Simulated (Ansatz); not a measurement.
Two isomers of C8H16: A = `C=C(C)C(CC)CC`, B = `CCC1CCCCC1`.

Computed with Ansatz on PBE0-D4/def2-TZVP structures; ΔE is electronic, products minus reactants. CCSD(T)/CBS adds triple-zeta CCSD(T) − MP2 to the extrapolated MP2 energy (def2 sets, frozen cores). Functionals use def2-TZVPP. B3LYP here is the variant with VWN-RPA as its local correlation; programs differ in this. One conformer a species, not always the lowest.

(1) Which is lower in electronic energy at CCSD(T)/CBS, and by how much? (Estimate.)

(2) Give E(B) − E(A) in kJ/mol with CCSD(T)/def2-TZVPP, B2PLYP, PBE-D4, B3LYP-D4, B3LYP, MP2/def2-TZVPP, HF/def2-TZVPP. (An estimate is asked.)

Largest T1 diagnostic: 0.009.

Answers

(1) The calculation gave: B, by 75.4 kJ/mol.

(2) Ansatz gave: CCSD(T)/def2-TZVPP -75.1, B2PLYP -68.9, PBE-D4 -74.8, B3LYP-D4 -63.1, B3LYP -63.3, MP2/def2-TZVPP -80.0, HF/def2-TZVPP -70.9. None reverses the order clearly.

From PBE to PBE0 (25 % exact exchange), in def2-TZVPP and without D4, E(B) − E(A) moves by −13.3 kJ/mol. In def2-TZVPP, CCSD(T) changes the Hartree–Fock value by −4.2 kJ/mol (the triples alone add +3.3 kJ/mol) and MP2 by −9.1 kJ/mol.
